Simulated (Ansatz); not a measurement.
Relaxation of a periodic cell of 17 atoms, LiSi$_{16}$ (host Si, host structure diamond, interstitial Li), cell charge +1, to a largest force component of 0.03 eV/Å in at most 60 steps.

These are results of DFT PBEsol, scalar-relativistic, plane waves, PAW in Ansatz 0.2.0, not measurements. Settings: cutoff 420 eV, k mesh 2x2x2, gaussian smearing 0.05 eV, no spin polarisation.

```xyz
17
Lattice="0.0000 5.4300 5.4300 5.4300 0.0000 5.4300 5.4300 5.4300 0.0000" Properties=species:S:1:pos:R:3:forces:R:3
Si 0.000 0.000 0.000 -0.09 -0.16 -0.14
Si 1.357 1.357 1.357 -1.15 0.28 0.23
Si 2.715 2.715 0.000 -0.19 1.01 -0.20
Si 4.072 4.072 1.357 0.14 0.09 0.14
Si 2.715 0.000 2.715 -0.36 -0.32 1.41
Si 4.072 1.357 4.072 0.16 0.15 0.09
Si 5.430 2.715 2.715 -0.10 -0.09 -0.10
Si 6.787 4.072 4.072 -0.16 -0.18 -0.16
Si 0.000 2.715 2.715 0.17 0.15 0.17
Si 1.357 4.072 4.072 0.09 0.10 0.09
Si 2.715 5.430 2.715 -0.14 -0.15 -0.09
Si 4.072 6.787 4.072 0.21 0.25 -1.07
Si 2.715 2.715 5.430 -0.16 -0.09 -0.16
Si 4.072 4.072 6.787 0.40 -1.51 0.39
Si 5.430 5.430 5.430 1.31 -0.28 -0.33
Si 6.787 6.787 6.787 0.09 0.15 0.16
Li 3.405 6.055 6.136 -0.22 0.59 -0.42
```

Question: Where does it end, and by what steps?

Answer: The forces met the threshold. The force dipped under the threshold on the way, but the program's further checks kept it going. Limits of this set-up: coarse k mesh, charged cell in a uniform background, uncorrected. After 9 steps the energy has fallen by 0.996 eV; Li17 moved furthest, 1.08 Å. Joined: Si1–Li17, Si10–Li17, Si11–Li17, Si13–Li17.

```
step  energy less start (eV)  largest force component (eV/Å)  accepted
   0                  0.0000                           1.510       yes
   1                 -0.3308                           0.565       yes
   2                 -0.4089                           0.079       yes
   3                 -0.4270                           0.147       yes
   4                 -0.5163                           0.345       yes
   5                 -0.6605                           0.420       yes
   6                 -0.8119                           0.336       yes
   7                 -0.9288                           0.172       yes
   8                 -0.9960                           0.011       yes
   9                 -0.9960                           0.011       yes
```

```xyz
17
Lattice="0.0000 5.4300 5.4300 5.4300 0.0000 5.4300 5.4300 5.4300 0.0000" Properties=species:S:1:pos:R:3
Si 0.020 0.040 0.045
Si 1.371 1.422 1.427
Si 2.751 2.772 0.037
Si 4.117 4.100 1.403
Si 2.751 0.032 2.777
Si 4.117 1.398 4.105
Si 5.462 2.743 2.748
Si 6.811 4.092 4.097
Si 0.049 2.760 2.765
Si 1.381 4.092 4.097
Si 2.759 5.470 2.736
Si 4.141 6.852 4.087
Si 2.759 2.731 5.475
Si 4.141 4.083 6.857
Si 5.491 5.462 5.467
Si 6.819 6.828 6.833
Li 2.765 5.476 5.481
```

Whether the end is a true minimum wasn't checked by a vibrational analysis.

The run took 37 s on 1 thread of AMD EPYC 7B13 (Zen 3) (shared host), peak memory 0.62 GiB.
